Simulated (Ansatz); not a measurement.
`C[N](C)[Ga]([F])[N](C)C`, charge 0, multiplicity 1.

(1) Give a relaxed structure at PBE0-D4/def2-TZVP (Ansatz). (An estimate is asked.)

Results:

(1) Computed: 
```xyz
20

C     0.817   -0.260    2.203
N     1.392   -0.197    0.886
C     2.830   -0.313    0.883
Ga    0.486    0.010   -0.662
F     1.532    0.038   -2.083
N    -1.265    0.197   -1.060
C    -2.351    0.221   -0.118
C    -1.692    0.342   -2.431
H    -0.270   -0.174    2.169
H     1.193    0.550    2.846
H     1.058   -1.209    2.703
H     3.156   -1.267    1.323
H     3.219   -0.262   -0.135
H     3.298    0.493    1.466
H    -3.067   -0.592   -0.307
H    -2.911    1.166   -0.173
H    -1.994    0.111    0.907
H    -2.221    1.293   -2.586
H    -0.835    0.318   -3.106
H    -2.378   -0.466   -2.724
```
Point group C2v.
This is one stationary point; other conformers may exist.
